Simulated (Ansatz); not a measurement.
`C[BH][SbH2]`, relaxed with RKS PBE0-D4/def2-TZVP in Ansatz 0.2.0 from a PBE-D4/def2-SVP geometry. The force threshold is 0.005 eV/Å; the program also tests the step.

Charge 0, multiplicity 1. Sb: def2 effective core potential.

Start:

```xyz
9

C    -0.203   -0.779    1.089
B     0.368   -0.472   -0.329
Sb   -0.575    0.959   -1.782
H     0.524   -0.283    1.781
H    -0.154   -1.855    1.359
H    -1.203   -0.370    1.329
H     1.351   -1.074   -0.731
H     0.914    1.759   -2.145
H    -1.021    2.115   -0.572
```

| step | energy (eV) | largest force (eV/Å) | largest move (Å) |
| --- | --- | --- | --- |
| 1 | -8346.5122 | 0.450 | 0.000 |
| 2 | -8346.5371 | 0.262 | 0.041 |
| 3 | -8346.5424 | 0.070 | 0.027 |
| 4 | -8346.5433 | 0.023 | 0.013 |
| 5 | -8346.5434 | 0.046 | 0.020 |
| 6 | -8346.5436 | 0.013 | 0.009 |
| 7 | -8346.5436 | 0.004 | 0.008 |
| 8 | -8346.5436 | 0.004 | 0.007 |

End:

```xyz
9

C    -0.196   -0.772    1.089
B     0.378   -0.460   -0.317
Sb   -0.572    0.951   -1.755
H     0.515   -0.318    1.798
H    -0.178   -1.842    1.320
H    -1.181   -0.363    1.315
H     1.353   -1.040   -0.703
H     0.880    1.738   -2.171
H    -1.000    2.106   -0.576
```

Hardware: 4 threads of a server CPU on a shared host. Wall time 8 s, peak host memory 0.32 GiB.
